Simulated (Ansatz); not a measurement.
Calculated with Ansatz (gas phase, PBE0-D4/def2-TZVP geometries, no zero-point term in ΔE). CCSD(T)/CBS is the MP2 limit (def2-TZVPP, def2-QZVPP) plus CCSD(T) − MP2 in def2-TZVPP, frozen cores. Functionals use def2-TZVPP. For Se outer-core shells are correlated without core-valence functions, which leaves a few kJ/mol of doubt a bond. Scalar relativity is left out up to krypton. One conformer a species, not always the lowest.

Reaction (ligand exchange at the Si–Se bond): `O[SiH2][Se][SiH3]` + `[NH2][Al]([OH])[SH]` → `[NH2][Al]([SH])[O][SiH3]` + `O[SiH2][SeH]`

```
                   species  B2PLYP energy (Eh)
       `O[SiH2][Se][SiH3]`         -3058.84619
     `[NH2][Al]([OH])[SH]`          -772.90411
`[NH2][Al]([SH])[O][SiH3]`         -1063.52798
            `O[SiH2][SeH]`         -2768.24243
```

Work out ΔE.

ΔE = (-1063.52798) + (-2768.24243) − (-3058.84619) − (-772.90411) = -0.02011 Eh = -0.55 eV. CCSD(T)/CBS gives -0.46 eV.

Largest T1 diagnostic among the species: 0.011.

The D4 term adds +0.04 eV with B3LYP and +0.02 eV with PBE0; it sums over pairs of atoms, weighted by their polarisabilities, and B3LYP, whose exchange is more repulsive, gets the larger term. In def2-TZVPP, CCSD(T) changes the Hartree–Fock value by +0.22 eV (the triples alone add +0.04 eV) and MP2 by +0.27 eV.

B3LYP here is the variant with VWN-RPA as its local correlation; programs differ in this.
